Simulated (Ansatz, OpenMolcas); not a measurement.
## How basis sets differ on AlCl2F (SMILES [F][Al]([Cl])[Cl])

AlCl2F has 4 atoms, charge 0, and is taken as a singlet. As SMILES, `[F][Al]([Cl])[Cl]`. Geometry: relaxed at PBE0-D4/def2-TZVP.

Each level gives the vertical energy of the triplet above the singlet (eV). The values are calculated.

```csv
level,kind,program,value (eV)
PBE0/ANO-RCC-MB (DKH2),global hybrid,OpenMolcas,6.34
PBE0/ANO-RCC-VDZ (DKH2),global hybrid,OpenMolcas,6.25
PBE0/ANO-RCC-VDZP (DKH2),global hybrid,OpenMolcas,6.54
PBE0/def2-SVPD,global hybrid,Ansatz,6.63
PBE0/ANO-RCC-VTZP (DKH2),global hybrid,OpenMolcas,6.58
```

The values span 6.25 to 6.63 eV. A triplet this far above the singlet is often a Rydberg-like or dissociative state; sets without diffuse functions put Rydberg states too high. Without the sets that lack polarisation functions the rows with a basis span only 6.54 to 6.63 eV.
